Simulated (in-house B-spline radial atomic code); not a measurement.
Configurations of Gd II (Gd+), with energies counted from [Xe] 4f7 5d1 6s1. Level of theory: scalar-relativistic (X2C) LC-wPBE, spin-polarised, spherical fractional occupations, exact exchange averaged over the configuration, Fermi nucleus of rms radius 5.1569 fm; calculated with an all-electron radial atomic-structure program (B-spline basis). Shells without spins written out take the highest spin.

Occupations are held fixed; configurations that lie above the ionisation limit could autoionise.

```json
{"configuration": "[Xe] 4f7 6s1 6p1", "E - E(ref) (eV)": "3.2253", "highest orbital": "6p up", "its <r> (bohr)": "4.255"}
{"configuration": "[Xe] 4f7 6s1 6d1", "E - E(ref) (eV)": "8.0725", "highest orbital": "6d up", "its <r> (bohr)": "6.994"}
{"configuration": "[Xe] 4f7 5f1 6s1", "E - E(ref) (eV)": "9.4426", "highest orbital": "5f up", "its <r> (bohr)": "8.307"}
{"configuration": "[Xe] 4f6 5d1 6s2", "E - E(ref) (eV)": "12.136", "highest orbital": "6s down", "its <r> (bohr)": "3.516"}
{"configuration": "[Kr] 4d9 4f7 5s2 5p6 5d2 6s1", "E - E(ref) (eV)": "143.74", "highest orbital": "6s up", "its <r> (bohr)": "3.473"}
```

(1) Order these further configurations by energy, lowest first.
A. [Kr] 4d10 4f8 5s2 5p5 5d1 6s1
B. [Xe] 4f7 6s1 7f1
C. [Kr] 4d9 4f7 5s2 5p6 5d1 6s1 7s1
D. [Kr] 4d10 4f7 5s2 5p5 5d1 6s1 7f1
E. [Xe] 4f7 5d1 5f1

(2) How far above the reference does [Kr] 4d10 4f7 5s2 5p5 5d1 5f1 6s1 lie?

Results:

(1) E (8.4378 eV), B (11.449 eV), A (21.57 eV), D (35.447 eV), C (152.58 eV).

(2) 33.435 eV; its least bound orbital is 5f up with <r> = 8.201 bohr.
